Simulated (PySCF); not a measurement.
Compound: C₇H₄FN.
Atom-mapped SMILES: `[N:1]#[C:2][c:3]1[cH:4][cH:5][cH:6][c:7]([F:8])[cH:9]1` (hydrogens: H10 on C4; H11 on C5; H12 on C6; H13 on C9)

The same species was optimised twice, with GFN2-xTB and with PBE0-D3(BJ)/def2-SVP (PySCF), and the same property calculations (PySCF, gas phase) were run on both structures.

| coordinate | GFN2-xTB | PBE0-D3(BJ)/def2-SVP | change |
| --- | --- | --- | --- |
| C7–F8 (Å) | 1.345 | 1.328 | -0.017 |
| C2–C3 (Å) | 1.416 | 1.433 | +0.017 |
| N1≡C2 (Å) | 1.146 | 1.159 | +0.013 |
| C4–C5 (Å) | 1.383 | 1.391 | +0.008 |
| C5–C6 (Å) | 1.385 | 1.393 | +0.008 |
| C3–C9 (Å) | 1.394 | 1.402 | +0.008 |
| C3–C4 (Å) | 1.395 | 1.403 | +0.008 |
| C7–C9 (Å) | 1.381 | 1.387 | +0.006 |
| C6–C7 (Å) | 1.385 | 1.391 | +0.006 |
| C6–C7–C9 (°) | 122.2 | 121.8 | -0.4 |
| C3–C9–C7 (°) | 118.2 | 118.5 | +0.3 |
| C6–C7–F8 (°) | 118.9 | 119.2 | +0.3 |
| C3–C4–C5 (°) | 119.8 | 119.5 | -0.3 |
| C5–C6–C7 (°) | 118.9 | 119.0 | +0.1 |
| C4–C5–C6 (°) | 120.5 | 120.6 | +0.1 |
| C2–C3–C9 (°) | 119.6 | 119.6 | 0.0 |
| C2–C3–C4 (°) | 119.8 | 119.9 | +0.1 |

Rotational constants: A = 3421, B = 1200, C = 888.4 MHz (GFN2-xTB) against A = 3394, B = 1187, C = 879.2 MHz (PBE0-D3(BJ)/def2-SVP). Point groups within 0.08 Å: Cs and Cs.

On the GFN2-xTB structure: HOMO (eV) -7.97 [PBE0/pcSseg-1]; LUMO (eV) -1.88 [PBE0/pcSseg-1]; dipole (D) 3.93 [PBE0/pcSseg-1]; GIAO shielding of N1 (ppm) -50.9 [PBE0/pcSseg-1]; GIAO shielding of C2 (ppm) 63.5 [PBE0/pcSseg-1]; GIAO shielding of C3 (ppm) 67.2 [PBE0/pcSseg-1]; GIAO shielding of C4 (ppm) 51.8 [PBE0/pcSseg-1]; GIAO shielding of C5 (ppm) 50.3 [PBE0/pcSseg-1]; GIAO shielding of C6 (ppm) 61.0 [PBE0/pcSseg-1]; GIAO shielding of C7 (ppm) 14.2 [PBE0/pcSseg-1]; GIAO shielding of F8 (ppm) 282.6 [PBE0/pcSseg-1].

Q: What do these properties become on the PBE0-D3(BJ)/def2-SVP structure?

A: 
| property | level | on GFN2-xTB | on PBE0-D3(BJ)/def2-SVP | change |
| --- | --- | --- | --- | --- |
| HOMO (eV) | PBE0/pcSseg-1 | -7.97 | -7.93 | +0.04 |
| LUMO (eV) | PBE0/pcSseg-1 | -1.88 | -1.90 | -0.02 |
| dipole (D) | PBE0/pcSseg-1 | 3.93 | 4.00 | +0.07 |
| energy, GFN2-xTB geometry as zero (kcal/mol) | PBE0/pcSseg-1 | 0.0 | -0.2 | -0.2 |
| GIAO shielding of N1 (ppm) | PBE0/pcSseg-1 | -50.9 | -56.5 | -5.6 |
| GIAO shielding of C2 (ppm) | PBE0/pcSseg-1 | 63.5 | 61.1 | -2.4 |
| GIAO shielding of C3 (ppm) | PBE0/pcSseg-1 | 67.2 | 64.5 | -2.7 |
| GIAO shielding of C4 (ppm) | PBE0/pcSseg-1 | 51.8 | 50.1 | -1.7 |
| GIAO shielding of C5 (ppm) | PBE0/pcSseg-1 | 50.3 | 48.2 | -2.1 |
| GIAO shielding of C6 (ppm) | PBE0/pcSseg-1 | 61.0 | 59.4 | -1.6 |
| GIAO shielding of C7 (ppm) | PBE0/pcSseg-1 | 14.2 | 14.5 | +0.3 |
| GIAO shielding of F8 (ppm) | PBE0/pcSseg-1 | 282.6 | 284.8 | +2.2 |

The heavy atoms differ by 0.015 Å rms after alignment. Among bonds between heavy atoms C2–C3 and C7–F8 change most and about equally (-0.017 to +0.017 Å). Changes are differences of the printed values. Neither structure is proved a minimum here.
